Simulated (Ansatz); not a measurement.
System: sum formula H₈Si₃NO, net charge 0, doublet state. It need not be the lowest isomer of its formula. SMILES: N([SiH2]O[SiH2])[SiH3]
Structure (B3LYP-D3(BJ)/def2-TZVP (Ansatz, a quantum-chemistry and plane-wave program) minimum search):
```
N
H 1 1.0111
Si 1 1.7190 2 115.65
O 3 1.6456 1 113.07 2 91.63
Si 4 1.6420 3 143.26 1 41.79
Si 1 1.7332 2 116.40 3 172.47
H 3 1.4755 4 106.72 5 161.13
H 3 1.4763 7 112.45 4 -117.77
H 6 1.4799 1 106.50 2 -171.49
H 6 1.4826 9 109.55 1 -120.71
H 6 1.4829 9 109.44 10 -117.87
H 5 1.4877 4 107.99 3 -160.21
H 5 1.4921 12 110.15 4 -119.95
```
Charge 0, spin multiplicity 2.

Wanted: atomisation energy (electronic, to ground-state atoms), in eV. Correlated levels leave the core frozen unless marked. Open shells are spin-unrestricted. Spin-orbit coupling is left out. Non-relativistic. The coupled-cluster limit lacks core correlation, which all-electron functionals hold. CBS marks a two-point X^-3 extrapolation of the correlation energy; Hartree-Fock from the larger set.

```tsv
level	program	atomisation energy (eV)
revPBE-D4/def2-TZVPD	Ansatz + dftd4	43.27
r2SCAN0-D4/def2-TZVPD	Ansatz + dftd4	…
CAM-B3LYP/def2-TZVPD	Ansatz	…
B2GP-PLYP-D3(BJ)/def2-TZVPD	Ansatz + dftd3	43.85
SCS-MP2/cc-pV(T+d)Z	Ansatz	43.68
CCSD(T)/CBS(cc-pV(T+d)Z,cc-pV(Q+d)Z)	Ansatz	44.53
```

Q: Complete the blanks.

A: 
- r2SCAN0-D4/def2-TZVPD, atomisation energy (eV): 43.73
- CAM-B3LYP/def2-TZVPD, atomisation energy (eV): 44.35
